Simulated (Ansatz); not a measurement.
A short molecular-dynamics run on CH$_{6}$BNSi, SMILES `C=NB[SiH3]`.

```yaml
crystal:
  periodic: [false, false, false]
  atoms:
    - {symbol: C, position_ang: [-0.451663, 1.901357, -1.026825]}
    - {symbol: N, position_ang: [-0.539584, 0.705727, -0.696688]}
    - {symbol: B, position_ang: [-0.603945, -0.581686, -0.315687]}
    - {symbol: Si, position_ang: [0.729228, -1.274528, 1.029797]}
    - {symbol: H, position_ang: [0.166551, 2.211982, -1.872339]}
    - {symbol: H, position_ang: [-0.991404, 2.680575, -0.483618]}
    - {symbol: H, position_ang: [-1.456481, -1.276792, -0.791575]}
    - {symbol: H, position_ang: [1.515733, -2.402255, 0.453407]}
    - {symbol: H, position_ang: [0.029100, -1.795963, 2.238323]}
    - {symbol: H, position_ang: [1.685567, -0.219515, 1.468006]}
basis:
  gaussian: {orbitals: "6-31G*"}
hamiltonian: {xc: {name: revPBE}, dispersion: d3bjatm}
md: {timestep: 1 fs, n_steps: 20, ensemble: nvt_langevin, temperature: 1500, initial_velocities: maxwell_boltzmann, friction: 0.01, seed: 483}
```

```sh
$ ansatz run in.yaml --threads 2 --pin off --events-out ev --progress --plain --max-ram 4352MiB
```

```tsv
step	time (fs)	potential energy (eV)	kinetic (eV)	T (K)	conserved (eV)
0	0.0	-11175.7185	1.7450	1350	–
1	1.0	-11175.6594	1.8159	1405	–
2	2.0	-11175.5072	1.6838	1303	–
3	3.0	-11175.3548	1.6089	1245	–
4	4.0	-11175.1958	1.3071	1011	–
5	5.0	-11175.0480	1.0403	805	–
6	6.0	-11174.9260	1.0085	780	–
7	7.0	-11174.8398	0.9697	750	–
8	8.0	-11174.7940	1.0232	792	–
9	9.0	-11174.7732	1.1175	865	–
10	10.0	-11174.7706	1.0327	799	–
11	11.0	-11174.7565	1.0260	794	–
12	12.0	-11174.6938	0.9055	701	–
13	13.0	-11174.6547	0.8913	690	–
14	14.0	-11174.6971	0.9905	766	–
15	15.0	-11174.7744	1.1906	921	–
16	16.0	-11174.8091	1.2647	978	–
17	17.0	-11174.7949	1.1402	882	–
18	18.0	-11174.7924	0.9743	754	–
19	19.0	-11174.8433	1.0857	840	–
20	20.0	-11174.8911	1.1293	874	–
```

Velocities are drawn at the set temperature; a run this short doesn't reach equilibrium.

Frames (Å, forces in eV/Å):

```xyz
10
time=0.0 fs
C    -0.452    1.901   -1.027    0.078    1.102   -0.307
N    -0.540    0.706   -0.697   -0.082   -0.941    0.249
B    -0.604   -0.582   -0.316    0.005   -0.392    0.137
Si    0.729   -1.275    1.030   -0.093    0.049   -0.094
H     0.167    2.212   -1.872    0.208    0.158   -0.292
H    -0.991    2.681   -0.484   -0.171    0.312    0.164
H    -1.456   -1.277   -0.792   -0.177   -0.157   -0.095
H     1.516   -2.402    0.453    0.153   -0.203   -0.080
H     0.029   -1.796    2.238   -0.102   -0.100    0.226
H     1.686   -0.220    1.468    0.180    0.173    0.092
10
time=1.0 fs
C    -0.450    1.916   -1.022   -0.956    0.406    0.812
N    -0.543    0.709   -0.703   -0.199   -0.652    0.300
B    -0.602   -0.579   -0.319   -0.089   -0.735   -0.064
Si    0.730   -1.280    1.029    0.058   -0.582   -0.264
H     0.177    2.192   -1.827    0.971    0.666   -1.272
H    -1.044    2.700   -0.516    0.132   -0.034    0.018
H    -1.418   -1.348   -0.791    0.034    0.253   -0.041
H     1.538   -2.488    0.506   -0.310    0.506    0.167
H     0.001   -1.736    2.250   -0.081   -0.131    0.191
H     1.653   -0.211    1.454    0.441    0.303    0.152
10
time=2.0 fs
C    -0.451    1.933   -1.016   -1.639   -0.317    1.379
N    -0.547    0.712   -0.709   -0.277   -0.136    0.316
B    -0.599   -0.577   -0.321   -0.202   -1.105   -0.295
Si    0.730   -1.287    1.027    0.123   -1.077   -0.169
H     0.194    2.179   -1.796    1.373    0.958   -1.704
H    -1.094    2.721   -0.550    0.433   -0.343   -0.079
H    -1.378   -1.415   -0.796    0.217    0.679    0.030
H     1.562   -2.571    0.564   -0.670    1.091    0.282
H    -0.024   -1.680    2.268   -0.005   -0.137    0.052
H     1.624   -0.200    1.440    0.646    0.389    0.188
10
time=3.0 fs
C    -0.454    1.949   -1.009   -1.413   -0.670    0.908
N    -0.549    0.715   -0.717   -0.353    0.132    0.368
B    -0.595   -0.579   -0.324   -0.254   -1.250   -0.519
Si    0.731   -1.295    1.026    0.053   -1.390    0.132
H     0.227    2.183   -1.784    0.933    0.896   -1.142
H    -1.136    2.739   -0.578    0.673   -0.570   -0.126
H    -1.340   -1.476   -0.796    0.316    1.041    0.056
H     1.581   -2.645    0.627   -0.903    1.494    0.288
H    -0.048   -1.623    2.290    0.130   -0.137   -0.178
H     1.599   -0.191    1.424    0.819    0.452    0.214
10
time=4.0 fs
C    -0.461    1.963   -1.003   -0.734   -0.825    0.093
N    -0.550    0.718   -0.724   -0.431    0.234    0.424
B    -0.592   -0.583   -0.326   -0.227   -1.182   -0.684
Si    0.733   -1.303    1.024   -0.040   -1.436    0.554
H     0.268    2.203   -1.777    0.140    0.667   -0.280
H    -1.171    2.756   -0.605    0.821   -0.744   -0.112
H    -1.304   -1.529   -0.787    0.319    1.292    0.010
H     1.593   -2.704    0.692   -1.029    1.731    0.229
H    -0.071   -1.566    2.315    0.285   -0.153   -0.437
H     1.582   -0.180    1.409    0.896    0.417    0.202
10
time=5.0 fs
C    -0.468    1.976   -0.998   -0.066   -1.040   -0.595
N    -0.551    0.720   -0.731   -0.453    0.438    0.434
B    -0.590   -0.587   -0.328   -0.098   -0.992   -0.769
Si    0.735   -1.312    1.023   -0.052   -1.190    1.026
H     0.301    2.236   -1.772   -0.558    0.379    0.420
H    -1.198    2.769   -0.632    0.847   -0.820   -0.025
H    -1.265   -1.563   -0.779    0.203    1.355   -0.091
H     1.600   -2.743    0.752   -1.090    1.837    0.144
H    -0.092   -1.515    2.339    0.445   -0.180   -0.686
H     1.577   -0.163    1.395    0.820    0.214    0.141
10
time=6.0 fs
C    -0.474    1.989   -0.993    0.566   -1.425   -1.140
N    -0.552    0.722   -0.738   -0.415    0.719    0.402
B    -0.588   -0.590   -0.331    0.125   -0.698   -0.782
Si    0.737   -1.321    1.021    0.013   -0.727    1.506
H     0.325    2.280   -1.770   -1.070    0.056    0.923
H    -1.216    2.771   -0.657    0.677   -0.682    0.145
H    -1.221   -1.578   -0.776   -0.015    1.243   -0.239
H     1.596   -2.767    0.811   -1.095    1.854    0.043
H    -0.110   -1.466    2.361    0.586   -0.218   -0.902
H     1.584   -0.143    1.382    0.630   -0.122    0.044
10
time=7.0 fs
C    -0.480    2.002   -0.989    1.250   -2.080   -1.555
N    -0.551    0.725   -0.744   -0.366    0.970    0.364
B    -0.586   -0.593   -0.334    0.429   -0.249   -0.716
Si    0.741   -1.330    1.018    0.057   -0.160    1.931
H     0.338    2.327   -1.763   -1.336   -0.238    1.180
H    -1.224    2.761   -0.686    0.197   -0.246    0.432
H    -1.177   -1.580   -0.776   -0.299    0.966   -0.439
H     1.579   -2.774    0.867   -1.039    1.765   -0.065
H    -0.121   -1.419    2.382    0.696   -0.266   -1.077
H     1.603   -0.129    1.370    0.410   -0.462   -0.056
10
time=8.0 fs
C    -0.485    2.014   -0.988    1.963   -2.924   -1.813
N    -0.552    0.729   -0.749   -0.291    1.064    0.357
B    -0.583   -0.596   -0.337    0.758    0.364   -0.625
Si    0.744   -1.340    1.016    0.013    0.483    2.235
H     0.341    2.375   -1.742   -1.341   -0.475    1.187
H    -1.225    2.743   -0.718   -0.587    0.446    0.799
H    -1.137   -1.573   -0.783   -0.594    0.580   -0.663
H     1.550   -2.760    0.919   -0.892    1.503   -0.179
H    -0.126   -1.373    2.394    0.758   -0.320   -1.166
H     1.631   -0.124    1.357    0.213   -0.719   -0.132
10
time=9.0 fs
C    -0.487    2.024   -0.988    2.289   -3.510   -1.727
N    -0.553    0.734   -0.754   -0.191    0.911    0.379
B    -0.580   -0.600   -0.340    1.080    1.051   -0.535
Si    0.750   -1.352    1.015   -0.167    1.319    2.423
H     0.338    2.419   -1.707   -1.086   -0.616    0.941
H    -1.228    2.729   -0.745   -1.262    0.987    1.060
H    -1.100   -1.564   -0.794   -0.868    0.169   -0.895
H     1.511   -2.730    0.972   -0.603    0.975   -0.301
H    -0.126   -1.332    2.391    0.768   -0.367   -1.156
H     1.662   -0.126    1.345    0.039   -0.918   -0.190
10
time=10.0 fs
C    -0.487    2.029   -0.992    1.838   -3.601   -1.213
N    -0.554    0.739   -0.759   -0.083    0.637    0.421
B    -0.577   -0.603   -0.342    1.299    1.522   -0.509
Si    0.756   -1.364    1.013   -0.511    2.436    2.479
H     0.329    2.451   -1.661   -0.588   -0.568    0.473
H    -1.242    2.721   -0.762   -1.403    1.040    1.087
H    -1.072   -1.555   -0.812   -1.026   -0.099   -1.045
H     1.468   -2.690    1.027   -0.146    0.102   -0.399
H    -0.121   -1.295    2.379    0.736   -0.399   -1.064
H     1.695   -0.133    1.331   -0.116   -1.071   -0.231
10
time=11.0 fs
C    -0.485    2.033   -1.000    0.562   -3.331   -0.331
N    -0.554    0.745   -0.764    0.046    0.341    0.454
B    -0.573   -0.603   -0.344    1.344    1.672   -0.614
Si    0.761   -1.374    1.012   -0.963    3.760    2.330
H     0.320    2.471   -1.613    0.105   -0.312   -0.133
H    -1.269    2.717   -0.765   -0.925    0.628    0.884
H    -1.057   -1.548   -0.839   -1.015   -0.113   -1.041
H     1.427   -2.647    1.079    0.453   -1.100   -0.427
H    -0.105   -1.264    2.357    0.626   -0.402   -0.869
H     1.728   -0.147    1.314   -0.232   -1.143   -0.254
10
time=12.0 fs
C    -0.483    2.034   -1.008   -1.039   -2.897    0.622
N    -0.554    0.750   -0.768    0.181    0.046    0.474
B    -0.569   -0.603   -0.347    1.312    1.633   -0.766
Si    0.766   -1.385    1.012   -1.377    4.924    1.955
H     0.317    2.483   -1.571    0.732    0.034   -0.652
H    -1.307    2.712   -0.753   -0.059    0.035    0.519
H    -1.053   -1.540   -0.871   -0.921   -0.003   -0.943
H     1.389   -2.618    1.127    1.011   -2.297   -0.371
H    -0.082   -1.241    2.332    0.445   -0.362   -0.582
H     1.761   -0.176    1.296   -0.287   -1.112   -0.257
10
time=13.0 fs
C    -0.483    2.033   -1.016   -2.089   -2.429    1.218
N    -0.554    0.753   -0.773    0.313   -0.179    0.493
B    -0.565   -0.604   -0.351    1.124    1.354   -1.035
Si    0.770   -1.395    1.013   -1.532    5.382    1.492
H     0.326    2.497   -1.538    0.900    0.193   -0.818
H    -1.347    2.705   -0.735    0.735   -0.401    0.147
H    -1.062   -1.533   -0.910   -0.693    0.283   -0.697
H     1.359   -2.616    1.171    1.247   -2.923   -0.295
H    -0.060   -1.225    2.309    0.248   -0.292   -0.271
H     1.789   -0.217    1.274   -0.255   -0.987   -0.233
10
time=14.0 fs
C    -0.486    2.031   -1.023   -2.294   -1.786    1.354
N    -0.555    0.757   -0.778    0.441   -0.503    0.545
B    -0.556   -0.604   -0.356    0.799    0.992   -1.413
Si    0.773   -1.405    1.014   -1.289    4.959    0.996
H     0.345    2.517   -1.513    0.518    0.047   -0.638
H    -1.381    2.692   -0.717    1.259   -0.594   -0.144
H    -1.081   -1.527   -0.954   -0.368    0.655   -0.350
H     1.341   -2.637    1.209    1.102   -2.785   -0.297
H    -0.038   -1.212    2.280   -0.009   -0.200    0.145
H     1.814   -0.267    1.252   -0.159   -0.785   -0.199
10
time=15.0 fs
C    -0.490    2.025   -1.027   -2.057   -0.886    1.249
N    -0.556    0.762   -0.783    0.559   -1.097    0.653
B    -0.544   -0.603   -0.363    0.527    0.755   -1.702
Si    0.775   -1.413    1.015   -0.672    3.699    0.437
H     0.369    2.534   -1.494   -0.105   -0.230   -0.352
H    -1.409    2.672   -0.700    1.599   -0.614   -0.371
H    -1.097   -1.515   -0.993   -0.106    0.882   -0.077
H     1.341   -2.681    1.244    0.639   -1.946   -0.423
H    -0.014   -1.202    2.242   -0.383   -0.074    0.753
H     1.845   -0.334    1.238   -0.001   -0.487   -0.168
10
time=16.0 fs
C    -0.493    2.018   -1.030   -1.635    0.004    1.033
N    -0.556    0.767   -0.786    0.662   -1.825    0.802
B    -0.532   -0.600   -0.371    0.327    0.608   -1.888
Si    0.778   -1.420    1.017    0.007    2.047   -0.057
H     0.394    2.542   -1.480   -0.665   -0.464   -0.127
H    -1.426    2.644   -0.691    1.710   -0.467   -0.485
H    -1.108   -1.495   -1.029    0.083    0.961    0.114
H     1.350   -2.744    1.278    0.053   -0.796   -0.625
H     0.008   -1.194    2.210   -0.760    0.064    1.374
H     1.880   -0.413    1.232    0.217   -0.132   -0.141
10
time=17.0 fs
C    -0.496    2.009   -1.032   -1.109    0.684    0.744
N    -0.557    0.769   -0.788    0.752   -2.442    0.951
B    -0.519   -0.596   -0.379    0.210    0.537   -1.945
Si    0.780   -1.426    1.018    0.484    0.650   -0.302
H     0.414    2.544   -1.469   -1.067   -0.624    0.015
H    -1.432    2.614   -0.695    1.574   -0.202   -0.469
H    -1.111   -1.464   -1.060    0.179    0.880    0.201
H     1.359   -2.816    1.308   -0.435    0.210   -0.811
H     0.022   -1.189    2.194   -0.964    0.169    1.740
H     1.923   -0.493    1.226    0.375    0.138   -0.125
10
time=18.0 fs
C    -0.501    2.002   -1.033   -0.549    0.946    0.496
N    -0.559    0.768   -0.788    0.828   -2.667    1.023
B    -0.506   -0.592   -0.387    0.135    0.447   -1.861
Si    0.781   -1.433    1.019    0.639   -0.212   -0.204
H     0.423    2.541   -1.458   -1.254   -0.698    0.052
H    -1.424    2.589   -0.703    1.203    0.120   -0.352
H    -1.111   -1.430   -1.082    0.213    0.705    0.196
H     1.365   -2.884    1.324   -0.755    0.883   -0.918
H     0.027   -1.183    2.198   -0.886    0.187    1.682
H     1.968   -0.567    1.216    0.426    0.287   -0.114
10
time=19.0 fs
C    -0.505    1.997   -1.033   -0.027    0.548    0.373
N    -0.561    0.764   -0.786    0.880   -2.426    0.993
B    -0.491   -0.586   -0.397    0.064    0.248   -1.661
Si    0.782   -1.440    1.021    0.492   -0.623    0.181
H     0.419    2.528   -1.441   -1.061   -0.569   -0.096
H    -1.403    2.567   -0.711    0.515    0.564   -0.122
H    -1.113   -1.397   -1.097    0.232    0.506    0.146
H     1.368   -2.941    1.321   -0.952    1.275   -0.932
H     0.023   -1.172    2.222   -0.555    0.106    1.220
H     2.010   -0.636    1.201    0.412    0.370   -0.103
10
time=20.0 fs
C    -0.508    1.993   -1.034    0.233   -0.261    0.399
N    -0.562    0.758   -0.783    0.901   -1.824    0.885
B    -0.475   -0.579   -0.410    0.046   -0.060   -1.335
Si    0.782   -1.447    1.024    0.310   -0.712    0.636
H     0.401    2.509   -1.420   -0.474   -0.248   -0.410
H    -1.378    2.554   -0.719   -0.288    1.015    0.159
H    -1.110   -1.362   -1.111    0.212    0.263    0.041
H     1.363   -2.988    1.303   -1.066    1.495   -0.880
H     0.015   -1.155    2.257   -0.145   -0.029    0.608
H     2.056   -0.700    1.186    0.271    0.361   -0.103
```

Run time 46 s (2 threads of an Intel Xeon Platinum 8259CL on a shared host); peak host memory 0.4 GiB.
